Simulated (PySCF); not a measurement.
Compound: C9H10.
Atom-mapped SMILES: `[CH:1]#[C:2]/[C:3]([CH3:4])=[C:5]1/[CH2:6][CH2:7][C:8]1=[CH2:9]`

Structure used (PBE0-D3(BJ)/def2-SVP), in Å, numbered top down from 1:
```
atom  x, y, z in Å
C1     2.0429    2.6128    0.7351
C2     1.6717    1.4822    0.4859
C3     1.2856    0.1418    0.1987
C4     2.3746   -0.8918    0.1524
C5    -0.0136   -0.1669   -0.0209
C6    -0.7209   -1.4686   -0.3410
C7    -2.0589   -0.6782   -0.3725
C8    -1.2758    0.5845   -0.0493
C9    -1.6177    1.8651    0.1340
H10    2.3627    3.6144    0.9533
H11    2.9202   -0.9296    1.1086
H12    1.9669   -1.8901   -0.0560
H13    3.1137   -0.6470   -0.6273
H14   -0.6536   -2.2372    0.4454
H15   -0.4303   -1.9298   -1.2983
H16   -2.7896   -0.9750    0.3953
H17   -2.5658   -0.6667   -1.3495
H18   -2.6617    2.1805    0.0563
H19   -0.8649    2.6214    0.3638
```

NICS = −σ at a ghost point: NICS(0) at the centroid of the ring atoms, NICS(1) 1 Å to either side along the normal of their mean plane, zz for the tensor component along that normal. Level: GIAO CAM-B3LYP/pcSseg-1 (PySCF, non-relativistic, gas phase) on the PBE0-D3(BJ)/def2-SVP geometry, one conformer.

Ring bond lengths (Å): C5–C6 1.516, C6–C7 1.554, C7–C8 1.521, C8–C5 1.469.

Problem. Give the NICS values of each ring in ppm.

Solution. 
| ring | type | NICS(0) | NICS(1), two faces | NICS(1)zz, two faces | rms pucker (Å) | centre to ring atoms, mean (Å) |
| --- | --- | --- | --- | --- | --- | --- |
| C5–C6–C7–C8 | 4-membered carbocycle; formal bonds all single | 3.7 | -1.2 / -1.2 | 2.0 / 2.0 | 0.00 | 1.07 |

Problem. What do they say, and how far can they be read as aromaticity?

Solution. 
- C5–C6–C7–C8: mean NICS(1)zz 2.0 ppm, near zero. C6, C7 have four or more neighbours, and the NICS criterion for π rings isn't applied.

Problem. How shielded are the nuclei of the rings and their hydrogens (means over atoms taken as equivalent)?

Solution. 
```json
{"atoms": "C5", "environment": "fully substituted alkene carbon", "σ isotropic (ppm)": "22.8", "principal values of the symmetric part, first atom (ppm)": "-93.2, 34.7, 126.8"}
{"atoms": "C6", "environment": "allylic carbon", "σ isotropic (ppm)": "154.6", "principal values of the symmetric part, first atom (ppm)": "144.6, 150.8, 168.4"}
{"atoms": "C7", "environment": "allylic carbon", "σ isotropic (ppm)": "154.3", "principal values of the symmetric part, first atom (ppm)": "146.1, 147.4, 169.4"}
{"atoms": "C8", "environment": "fully substituted alkene carbon", "σ isotropic (ppm)": "25.6", "principal values of the symmetric part, first atom (ppm)": "-90.3, 36.1, 131.1"}
{"atoms": "H14 (×2)", "environment": "methylene hydrogen", "σ isotropic (ppm)": "28.75", "principal values of the symmetric part, first atom (ppm)": "25.0, 28.1, 33.2"}
{"atoms": "H16 (×2)", "environment": "methylene hydrogen", "σ isotropic (ppm)": "28.77", "principal values of the symmetric part, first atom (ppm)": "25.5, 27.1, 33.7"}
```

Problem. How do the values depend on the level or the medium?

Solution. 
```
                  level  NICS(0), C5–C6–C7–C8  mean NICS(1)zz, C5–C6–C7–C8
CAM-B3LYP/pcSseg-1, gas                   3.7                          2.0
     PBE0/pcSseg-1, gas                   3.4                          2.0
```

The geometry is the same throughout.
